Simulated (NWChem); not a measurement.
Molecule: NbO, quartet; SMILES [O]=[Nb]

```xyz
2

Nb     0.0000     0.0000    -0.2732
O      0.0000     0.0000     1.4002
```
Atoms are numbered in this order, from 1.

Program: NWChem. Spin-unrestricted. All runs use the structure optimised with PBE0/def2-SVP, spin-unrestricted. No stability test was run on the SCF state. def2 effective core potentials on Nb; no spin-orbit coupling.

Question: What does the run give for UHF/def2-QZVP? Quantities: highest occupied level (eV); lowest empty minus highest occupied level, either spin (eV); dipole (D).

Answer: 
```
Property                                                     Value
-----------------------------------------------------------  -----
highest occupied level (eV)                                  -7.16
lowest empty minus highest occupied level, either spin (eV)   7.23
dipole (D)                                                    4.10
```
